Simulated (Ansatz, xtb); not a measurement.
Species: BF₂, charge 1, multiplicity 1. 
Geometry from a B3LYP-D3(BJ)/def2-TZVP (Ansatz, a program for electronic structure) optimisation:
```
B
F 1 1.2292
F 1 1.2292 2 180.00
```
Charge +1, spin multiplicity 1.

Harmonic wavenumbers from GFN2-xTB (xtb, at its own minimum), cm⁻¹: 360, 360, 1050, 2159.

### Question
Give the harmonic wavenumbers at B3LYP-D3(BJ)/def2-TZVP (Ansatz, finite differences of forces, unscaled).

### Answer
460, 460, 1028, 2076 cm⁻¹. Zero-point energy 5.8 kcal/mol.

### Question
From these and the geometry, give the ideal-gas thermochemistry at 298.15 K and 1 atm (rigid rotor, harmonic oscillator).

### Answer
Point group D∞h, rotational symmetry number 2. Rotational constants 8.802, 8.802 GHz. S(trans) 37.58, S(rot) 13.64, S(vib) 1.61, S(elec, spin only) 0.00, S 52.8 cal/(mol K). H(298) - H(0) 2.41 kcal/mol; G - E(el) -7.6 kcal/mol.
